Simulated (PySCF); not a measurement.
Start geometry of `Fc1ccc(I)cc1` from GFN2-xTB (Å):
```
atom  x, y, z in Å
F1    -2.7163    0.0038    0.4412
C2    -1.4135    0.0101    0.2216
C3    -0.8051   -1.1919   -0.0616
C4     0.6142   -1.1980   -0.2753
C5     1.2883   -0.0203   -0.2201
I6     3.3747   -0.0316   -0.5488
C7     0.6704    1.1851    0.0685
C8    -0.6894    1.2103    0.2835
H9    -1.3658   -2.0929   -0.0759
H10    1.0818   -2.1316   -0.4790
H11    1.2169    2.1023    0.1230
H12   -1.2165    2.1264    0.5138
```

Question: What comes out of this run: PBE0-D3(BJ)/def2-SVP geometry optimisation, gas phase, def2 core potentials past Kr (PySCF)?

Answer: 
```
atom  x, y, z in Å
F1    -2.2703    0.0736    0.3782
C2    -0.9867    0.0788    0.0297
C3    -0.3657   -1.1218   -0.2934
C4     0.9809   -1.1162   -0.6501
C5     1.6849    0.0883   -0.6793
I6     3.7196    0.0966   -1.2053
C7     1.0497    1.2886   -0.3588
C8    -0.2967    1.2848   -0.0014
H9    -0.9398   -2.0495   -0.2622
H10    1.4780   -2.0539   -0.9041
H11    1.6006    2.2303   -0.3843
H12   -0.8178    2.2089    0.2552
```

The energy falls by 3.0 kcal/mol over 8 energy and gradient evaluations, the largest force component goes from 0.0564 to 2.6e-04 Eh/bohr, and the atoms move by 0.023 Å rms after alignment. The bond that changes most is C3–C4 (both ends aromatic CH carbon), which shortens by 0.042 Å. Bonds longer at the end by more than 0.005 Å: 9 of 12; shorter: 3. Among the angles that change most is C5–C4–H10, from 123.4° to 120.5°. Rotational constants go from 5704, 476.3, 439.6 to 5665, 472.6, 436.2 MHz. The orientation of the end geometry is arbitrary; only internal coordinates are fixed.

The run used 144 basis functions and 58 SCF cycles in all. Hardware: an Arm Neoverse V2 with one thread, shared host with 192 logical CPUs at a one-minute load of 82. Cost: 76 s of wall time, 0.57 GiB resident at most.

Not checked by PBE0-D3(BJ)/def2-SVP frequencies.
